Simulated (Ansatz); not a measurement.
Reaction (redistribution): `C[N](C)[Hf]([F])([Cl])[I]` + `[F][Zr]([F])([F])[F]` → `[F][Hf]([F])([Cl])[I]` + `C[N](C)[Zr]([F])([F])[F]`

Gas-phase electronic energies from Ansatz, PBE0-D4/def2-TZVP geometries. CCSD(T)/CBS adds triple-zeta CCSD(T) − MP2 to the extrapolated MP2 energy (def2 sets, frozen cores). Elements past krypton have def2 core potentials. For Hf, I, Zr outer-core shells are correlated without core-valence functions, which leaves a few kJ/mol of doubt a bond. One conformer a species, not always the lowest.

```csv
species,CCSD(T)/CBS(def2) energy (Eh)
`C[N](C)[Hf]([F])([Cl])[I]`,-1039.59491
`[F][Zr]([F])([F])[F]`,-446.49023
`[F][Hf]([F])([Cl])[I]`,-1005.01720
`C[N](C)[Zr]([F])([F])[F]`,-481.06048
```

Problem. Work out ΔE.

Solution. ΔE = (-1005.01720) + (-481.06048) − (-1039.59491) − (-446.49023) = 0.00746 Eh = +19.6 kJ/mol.

Largest T1 diagnostic among the species: 0.018.

In def2-TZVPP, CCSD(T) changes the Hartree–Fock value by +7.6 kJ/mol (the triples alone add +1.4 kJ/mol) and MP2 by +12.3 kJ/mol. Leaving LDA and LC-ωPBE aside and taking each functional with its dispersion term where it has one, the values, not all of them listed here, spread over 7.1 kJ/mol, from BLYP-D4 to PBE-QIDH. LDA lies +3.8 kJ/mol from PBE without D4. The D4 term adds +3.9 kJ/mol with B3LYP and +2.6 kJ/mol with PBE0; it sums over pairs of atoms, weighted by their polarisabilities, and B3LYP, whose exchange is more repulsive, gets the larger term.

B3LYP here is the variant with VWN-RPA as its local correlation; programs differ in this.
